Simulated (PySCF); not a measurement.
Au(Me)(CNMe) (C3H6AuN), SMILES [CH3][Au]<-[C-]#[N+]C, multiplicity 1. Heavy atoms are numbered as in [Au:1]([CH3:2])<-[C-:8]#[N+:7][CH3:6]. Hydrogens are named by the atom that carries them.

Geometry optimised at PBE0-D3(BJ)/def2-SVP. The spin state was assumed, not searched. The isomer is the one that the SMILES or the coordinates give; other isomers of the formula were not compared. The def2 effective core potentials stand for the cores of Au; spin–orbit coupling is left out.

The numbers are results of B3LYP/def2-TZVP (PySCF), not measurements.

ESP charges are fitted to the potential on shells at 1.4 to 2.0 van der Waals radii. Atomic charges (e), one atom of each kind:

```
atom      Löwdin  Mulliken  ESP fit
--------  ------  --------  -------
Au1         0.42      0.16     0.07
C2 (CH3)   -0.76     -0.65    -0.63
H on C2     0.11         ?     0.13
C6 (CH3)   -0.28         ?    -0.53
N7          0.21         ?     0.35
C8         -0.32     -0.13    -0.26
H on C6     0.14      0.16     0.20
```

Q: Some entries are withheld; supply them. (The exact figures need the calculation; the answer reports its results.)

A: 
- H on C2, Mulliken: 0.11
- C6 (CH3), Mulliken: -0.23
- N7, Mulliken: 0.04
